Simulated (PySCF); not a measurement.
## J couplings in C$_{4}$H$_{12}$Ge$_{2}$

Molfile (atoms numbered from 1):
```
C4H12Ge2
     RDKit          3D

 18 18  0  0  0  0  0  0  0  0999 V2000
   -0.9720    2.0928   -0.2882 Ge  0  0  0  0  0  4  0  0  0  0  0  0
   -0.3854    0.2299   -0.0540 C   0  0  0  0  0  0  0  0  0  0  0  0
   -1.8128   -0.9117    0.6726 Ge  0  0  0  0  0  4  0  0  0  0  0  0
    0.8615    0.1529    0.8004 C   0  0  0  0  0  0  0  0  0  0  0  0
    1.8216   -0.9942    0.6583 C   0  0  0  0  0  0  0  0  0  0  0  0
    2.2207    0.3790    0.2021 C   0  0  0  0  0  0  0  0  0  0  0  0
   -1.3635    2.6853    1.0804 H   0  0  0  0  0  0  0  0  0  0  0  0
   -2.1913    2.1618   -1.2291 H   0  0  0  0  0  0  0  0  0  0  0  0
    0.1761    2.9316   -0.8840 H   0  0  0  0  0  0  0  0  0  0  0  0
   -0.1678   -0.1544   -1.0659 H   0  0  0  0  0  0  0  0  0  0  0  0
   -2.2089   -0.4105    2.0759 H   0  0  0  0  0  0  0  0  0  0  0  0
   -1.3102   -2.3650    0.7869 H   0  0  0  0  0  0  0  0  0  0  0  0
   -3.0553   -0.8766   -0.2390 H   0  0  0  0  0  0  0  0  0  0  0  0
    0.7298    0.5304    1.8219 H   0  0  0  0  0  0  0  0  0  0  0  0
    1.5992   -1.7424   -0.1083 H   0  0  0  0  0  0  0  0  0  0  0  0
    2.2870   -1.4032    1.5590 H   0  0  0  0  0  0  0  0  0  0  0  0
    2.9648    0.9286    0.7845 H   0  0  0  0  0  0  0  0  0  0  0  0
    2.2706    0.5646   -0.8751 H   0  0  0  0  0  0  0  0  0  0  0  0
  1  2  1  0
  2  3  1  0
  2  4  1  0
  4  5  1  0
  5  6  1  0
  6  4  1  0
  1  7  1  0
  1  8  1  0
  1  9  1  0
  2 10  1  0
  3 11  1  0
  3 12  1  0
  3 13  1  0
  4 14  1  0
  5 15  1  0
  5 16  1  0
  6 17  1  0
  6 18  1  0
M  END
```

Couplings: B3LYP/pcJ-1 (pcSseg-1 on Ge) (without the spin–dipole term) in PySCF 2.14, geometry PBE0-D3(BJ)/def2-SVP; gas phase, one conformer, non-relativistic. Couplings are averaged over pairs made equivalent by symmetry, fast rotation or ring inversion, so a value needn't be that of the named pair in this geometry, while other rotamers aren't included; one pair stands for each set, and the list holds a selection of those of at least 0.8 Hz over up to four bonds.

Isotopes: $^{13}$C, $^{1}$H.

| pair | bonds | J (Hz) |
| --- | --- | --- |
| C2, C4 | 1 | ? |
| C2, H10 | 1 | 134.8 |
| C4, C5 | 1 | 14.7 |
| C4, H14 | 1 | 164.9 |
| C5, C6 | 1 | ? |
| C5, H15 | 1 | 167.5 |
| C5, H16 | 1 | 169.2 |
| C2, C5 | 2 | ? |
| C2, H14 | 2 | 4.4 |
| C4, H10 | 2 | -5.3 |
| C4, H15 | 2 | -2.2 |
| C4, H16 | 2 | ? |
| C5, H17 | 2 | -2.3 |
| C5, H18 | 2 | -1.7 |
| H7, H8 | 2 | 10.5 |
| H15, H16 | 2 | ? |
| C2, H16 | 3 | 3.1 |
| C4, H7 | 3 | 3.3 |
| C5, H10 | 3 | 3.1 |
| H7, H10 | 3 | 2.9 |
| H10, H14 | 3 | 14.3 |
| H14, H15 | 3 | ? |
| H14, H16 | 3 | 9.6 |
| H15, H17 | 3 | ? |
| H15, H18 | 3 | ? |
| H16, H17 | 3 | 10.6 |

Estimate the withheld couplings, with signs.

Answers


- $^{1}J$(C2,C4) = 40.9 Hz (bond length 1.513 Å)
- $^{1}J$(C5,C6) = 14.8 Hz (bond length 1.501 Å)
- $^{2}J$(C2,C5) = -1.3 Hz (angle at C4 121°)
- $^{2}J$(C4,H16) = -1.3 Hz (angle at C5 119°)
- $^{2}J$(H15,H16) = -5.1 Hz (angle at C5 114°)
- $^{3}J$(H14,H15) = 5.9 Hz (dihedral angle 146°)
- $^{3}J$(H15,H17) = 6.7 Hz (dihedral angle 144°)
- $^{3}J$(H15,H18) = 10.9 Hz (dihedral angle 0°)

Relativistic effects of the heavier atoms present are left out.
